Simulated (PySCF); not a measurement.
Ligands exchanged one at a time, B NH2-H. All species are isolated molecules in the gas phase. Strings in code marks are SMILES.

The vertical ionisation energy (Delta-SCF) from two functionals at the same geometries (B3LYP-D3(BJ)/def2-TZVP), both in PySCF: PBE-D3(BJ)/def2-TZVP and M06-2X/def2-TZVP. Delta-SCF ions had no search for a lower state. 

```csv
species,PBE-D3(BJ)/def2-TZVP (eV)
1 of 3 NH2 replaced by H (`NBN`),9.05
2 of 3 NH2 replaced by H (`BN`),11.22
3 of 3 NH2 replaced by H (`B`),12.90
```

What does M06-2X/def2-TZVP give for each?


- 1 of 3 NH2 replaced by H (`NBN`): 9.56
- 2 of 3 NH2 replaced by H (`BN`): 11.39
- 3 of 3 NH2 replaced by H (`B`): 13.16
Over these rows, drawn at random from the members with no instability flagged (it was tested for open shells, ions and some series alone), PBE minus M06-2X: mean -0.31 eV, from -0.52 eV to -0.17 eV.
